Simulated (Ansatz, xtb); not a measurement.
## AlGeH5Si: 4 structures ranked

4 gas-phase structures of AlGeH5Si, found in a search over its isomers (lower ones may exist). Each was relaxed with GFN2-xTB:

A. `[AlH2][Ge][SiH3]`, a singlet
B. a singlet given by its coordinates
C. `[AlH2][SiH2][GeH]`, a singlet
D. a singlet given by its coordinates

B (Å):

```xyz
8

Al   -0.9290    2.4120    1.2603
Ge   -0.7808    2.1645   -1.0851
Si   -2.3465    0.3598   -0.5904
H    -0.8850    2.5808    2.8725
H    -2.0073    3.2457   -0.7747
H    -3.4838    0.5927    0.3268
H    -2.9906   -0.1805   -1.8023
H    -1.6777   -0.8196   -0.0018
```

Close contacts (Å): Al1–Ge2 2.36, Ge2–Si3 2.44, Al1–H4 1.62, Ge2–H5 1.66, Si3–H6 1.48, Si3–H7 1.47, Si3–H8 1.48.

D (Å):

```xyz
8

Al   -2.0955    2.5527   -0.1292
Ge   -3.5522    0.8023    0.8560
Si   -1.3548    0.1230    0.4830
H    -1.5849    3.8801    0.5416
H    -1.8632    2.7342   -1.6704
H    -3.7094    0.7795   -0.7685
H    -0.5391   -0.4179   -0.6303
H    -0.3882   -0.1039    1.5849
```

Close contacts (Å): Al1–Ge2 2.48, Al1–Si3 2.61, Ge2–Si3 2.33, Al1–H4 1.57, Al1–H5 1.57, Ge2–H6 1.63, Si3–H7 1.48, Si3–H8 1.48.

Q: Make a reasoned guess at their ranking by r2SCAN-D4/def2-SVP//GFN2-xTB single-point energy.

A: Calculated order at r2SCAN-D4/def2-SVP//GFN2-xTB: B (0.0), A (12.3), D (15.5), C (15.9) kcal/mol. Less than 1 kcal/mol parts D and C, so the order within that pair means little.

Energies above the lowest of each column, in kcal/mol:

| structure | GFN2-xTB | HF/STO-3G | r2SCAN-D4/def2-SVP//GFN2-xTB |
| --- | --- | --- | --- |
| B | 8.1 | 4.5 | 0.0 |
| A | 13.8 | 0.0 | 12.3 |
| D | 0.0 | 26.7 | 15.5 |
| C | 15.2 | 0.9 | 15.9 |

r2SCAN-D4/def2-SVP//GFN2-xTB puts B lowest; GFN2-xTB picks D, HF/STO-3G picks A. Some further structures that were screened fall inside this span and aren't listed. Flexible structures stand in one conformer each, not always the lowest. No reliable frequencies are at hand for these structures.

Over these structures GFN2-xTB departs from r2SCAN-D4/def2-SVP//GFN2-xTB by 6.9 kcal/mol on average once a common shift is removed. A GFN2-xTB relaxation took about 0.22 s and the r2SCAN-D4/def2-SVP//GFN2-xTB energy about 1.7 s on a shared host (Ansatz 0.2.0, xtb 6.7.1).
